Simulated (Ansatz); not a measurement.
Cost and result for the atomization energy of C5H11Cl2In (`CC(C)(C)[CH2][In]([Cl])[Cl]`) (19 atoms, 18 bonds).

```xyz
19

C     1.069   -0.731    1.516
C     0.250   -0.330    0.287
C    -1.034   -1.153    0.249
C     1.070   -0.596   -0.972
C    -0.074    1.158    0.406
In   -1.214    1.997   -1.205
Cl   -1.787    4.254   -1.287
Cl   -2.057    0.895   -3.079
H     2.000   -0.160    1.573
H     1.328   -1.793    1.478
H     0.508   -0.554    2.438
H    -0.809   -2.222    0.230
H    -1.627   -0.931   -0.644
H    -1.652   -0.958    1.130
H     1.984    0.005   -0.981
H     0.500   -0.371   -1.878
H     1.363   -1.648   -1.028
H     0.835    1.765    0.458
H    -0.652    1.372    1.310
```

The species carries charge 0 and has multiplicity 1. Correlated methods include outer-core shells of In, which these sets cover unevenly. In: def2 effective core potential. The structure was optimised at the PBE0-D4/def2-TZVP level. It is one conformer, not always the lowest. Program: Ansatz. All runs use 4 threads of an AMD EPYC 7R13 on a shared host and a share of an NVIDIA H100 80 GB. Times are those of one run each, without the atoms' runs, and a repeat can differ threefold. Electronic energies, without spin–orbit coupling; frozen cores. CCSD(T)/CBS adds CCSD(T) − MP2 in def2-TZVPP to the MP2 limit, and its time is that of the two runs behind it. T1 = 0.011. With those shells the extrapolation isn't a true limit.

CCSD(T)/CBS is a level of theory with its own doubt, some kJ/mol a heavy atom from the limit and from the frozen cores, so smaller differences don't rank the functionals.

```json
{"level": "CAM-B3LYP-D4/def2-TZVPP", "functions": "443", "wall time": "2.9 s"}
{"level": "BLYP-D4/def2-TZVPP", "functions": "443", "wall time": "3.2 s"}
{"level": "LDA (SPW92)/def2-TZVPP", "functions": "443", "wall time": "3.3 s"}
{"level": "revPBE-D4/def2-TZVPP", "functions": "443", "wall time": "3.7 s"}
{"level": "PBE0-D4/def2-TZVPP", "functions": "443", "wall time": "3.8 s"}
{"level": "ωB97X-V/def2-TZVPP", "functions": "443", "wall time": "4.2 s"}
{"level": "r2SCAN-D4/def2-TZVPP (with forces)", "functions": "443", "wall time": "4.3 s"}
{"level": "PBE-QIDH/def2-TZVPP", "functions": "443", "wall time": "4.7 s"}
{"level": "B97M-V/def2-TZVPP", "functions": "443", "wall time": "4.9 s"}
{"level": "CCSD(T)/def2-SVP", "functions": "187", "wall time": "6.5 s"}
{"level": "MP2/def2-QZVPP", "functions": "837", "wall time": "11 s"}
{"level": "CCSD(T)/def2-TZVPP", "functions": "443", "wall time": "54 s"}
{"level": "CCSD(T)/CBS(def2)", "functions": "–", "wall time": "64 s"}
```

(1) What atomization energy does each give, and how far from CCSD(T)/CBS? (An estimate is asked.)

Answers

(1) Computed: 
```
                             level  atomization (kcal/mol)  difference from CCSD(T)/CBS  per bond
           CAM-B3LYP-D4/def2-TZVPP                  1704.9                         -3.6      -0.2
                BLYP-D4/def2-TZVPP                  1683.8                        -24.7      -1.4
            LDA (SPW92)/def2-TZVPP                  1933.1                        224.6      12.5
              revPBE-D4/def2-TZVPP                  1693.9                        -14.6      -0.8
                PBE0-D4/def2-TZVPP                  1715.4                          6.9       0.4
                ωB97X-V/def2-TZVPP                  1709.0                          0.5       0.0
r2SCAN-D4/def2-TZVPP (with forces)                  1710.7                          2.2       0.1
               PBE-QIDH/def2-TZVPP                  1706.9                         -1.6      -0.1
                 B97M-V/def2-TZVPP                  1711.7                          3.2       0.2
                  CCSD(T)/def2-SVP                  1635.2                        -73.3      -4.1
                    MP2/def2-QZVPP                  1715.2                          6.7       0.4
                CCSD(T)/def2-TZVPP                  1669.7                        -38.8      -2.2
                 CCSD(T)/CBS(def2)                  1708.5                          0.0       0.0
```

From BLYP to BHLYP (50 % exact exchange), in def2-TZVPP and without D4, the atomization energy moves by −8.7 kcal/mol: exact exchange takes away binding that semilocal exchange gives to molecules. Leaving LDA and LC-ωPBE aside and taking each functional with its dispersion term where it has one, the values, not all of them listed here, spread over 67.4 kcal/mol, from BHLYP-D4 to PBE-D4. LDA lies +214.5 kcal/mol from PBE without D4, its usual overbinding. The D4 term adds +20.6 kcal/mol with B3LYP and +11.2 kcal/mol with PBE0; it sums over pairs of atoms, weighted by their polarisabilities, and B3LYP, whose exchange is more repulsive, gets the larger term.

B3LYP here is the variant with VWN-RPA as its local correlation; programs differ in this.

Spin–orbit coupling would lower the free In atoms strongly, and the atomization energy with them, by more than many differences here.
